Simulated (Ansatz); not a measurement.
Gas-phase electronic energies from Ansatz, PBE0-D4/def2-TZVP geometries. CCSD(T)/CBS adds triple-zeta CCSD(T) − MP2 to the extrapolated MP2 energy (def2 sets, frozen cores). Functionals use def2-TZVPP. For Ge outer-core shells are correlated without core-valence functions, which leaves a few kJ/mol of doubt a bond. Scalar relativity is left out up to krypton. One conformer a species, not always the lowest.

`[CH3][Ge]([F])([SiH3])[Cl]` + `C[S][Al]([F])[Cl]` → `[CH3][Ge]([F])([F])[SiH3]` + `C[S][Al]([Cl])[Cl]`  (redistribution)

| level | ΔE (kcal/mol) |
| --- | --- |
| ωB97M-V | 6.9 |
| SCS-MP2/def2-QZVPP | 7.4 |

Problem. What does CCSD(T)/CBS give? (Best estimate.)

Solution. Ansatz gave: +7.4 kcal/mol. The listed levels differ from it by -0.5, 0.0 kcal/mol.

Largest T1 diagnostic among the species: 0.012.

In def2-TZVPP, CCSD(T) changes the Hartree–Fock value by +0.8 kcal/mol (the triples alone add −0.1 kcal/mol) and MP2 by +1.1 kcal/mol.
